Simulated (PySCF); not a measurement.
Which element holds O most strongly?

PBE0 in PySCF with def2-TZVPP on every atom (core potentials on Mo, Ru, Sb), for the lowest determinant that a PBE0 search found; no spin–orbit coupling. D0 is De less the harmonic zero-point energy.

```
 M  state (unpaired electrons)  Re (Å)  ωe (cm⁻¹)  D0(MO) (eV)
 C      singlet (closed shell)   1.123       2240        10.94
Ge      singlet (closed shell)   1.623       1027         6.53
Zn          triplet (σ ↑, π ↑)   1.866        529         1.39
Sb               doublet (π ↑)   1.805        881         3.85
Mo    quintet (σ ↑, π ↑, δ ↑↑)   1.681        980         5.05
Ga               doublet (σ ↑)   1.705        741         4.12
Ru    quintet (σ ↑, π ↑↑, δ ↑)   1.687        938         4.72
```

**Question.** Order the elements by D0 and give the energy of GaO + C → CO + Ga.

**Answer.** C > Ge > Mo > Ru > Ga > Sb > Zn; ΔE = 4.12 − 10.94 = -6.82 eV at PBE0/def2-TZVPP. Close neighbours can swap at other levels.

The metal atom is held in its measured ground configuration; semilocal functionals can put another filling of s and d lower by some tenths of an eV, and De to that atom would be smaller. Spin–orbit coupling is left out, which matters for elements this heavy, above all for dissociation energies. States were picked by a PBE0 search and need not be the measured ground states.
